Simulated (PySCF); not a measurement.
wavenumber (cm⁻¹), absorption (km/mol per cm⁻¹) and a bar:
```
        0      0.001 
       22      0.001 
       43      0.001 
       65      0.001 
       87      0.001 
      109      0.001 
      130      0.001 
      152      0.001 
      174      0.001 
      196      0.002 
      217      0.003 
      239      0.007 
      261      0.021 
      283      0.009 
      304      0.004 
      326      0.002 
      348      0.002 
      370      0.002 
      391      0.002 
      413      0.002 
      435      0.002 
      457      0.002 
      478      0.002 
      500      0.002 
      522      0.002 
      544      0.002 
      565      0.002 
      587      0.003 
      609      0.003 
      630      0.003 
      652      0.004 
      674      0.004 
      696      0.005 
      717      0.005 
      739      0.006 
      761      0.007 
      783      0.009 
      804      0.011 
      826      0.014 
      848      0.017 
      870      0.023 #
      891      0.032 #
      913      0.048 #
      935      0.078 ##
      957      0.147 ###
      978      0.359 ########
     1000      1.268 ##############################
     1022      1.206 #############################
     1044      0.345 ########
     1065      0.146 ###
     1087      0.088 ##
     1109      0.084 ##
     1131      0.045 #
     1152      0.027 #
     1174      0.019 
     1196      0.015 
     1218      0.012 
     1239      0.009 
     1261      0.008 
     1283      0.007
```

This is the computed harmonic infrared spectrum of doublet OsO₂⁺, Lorentzian lines of 32 cm⁻¹ full width. Computed with UPBE0 in PySCF with Os def2-TZVP with ECP60, O def2-TZVP; scalar-relativistic core potentials, no spin–orbit coupling; density-fitted integrals.

Problem. Which bands make it up, and how are they assigned?

Solution. In C2v symmetry, counting bands above 1 % of the strongest: 263 cm⁻¹ (a1, bend, 1.1 km/mol); 1011 cm⁻¹ (b2, stretch, 91 km/mol); 1110 cm⁻¹ (a1, stretch, 1.9 km/mol).

The determinant is spin-contaminated (⟨S²⟩ = 1.00, pure value 0.75). This need not be the most stable arrangement of these atoms. Open d and f shells are described by one determinant, and the ground state may have another occupation or spin. No spin–orbit coupling is included, which matters more the heavier the element.
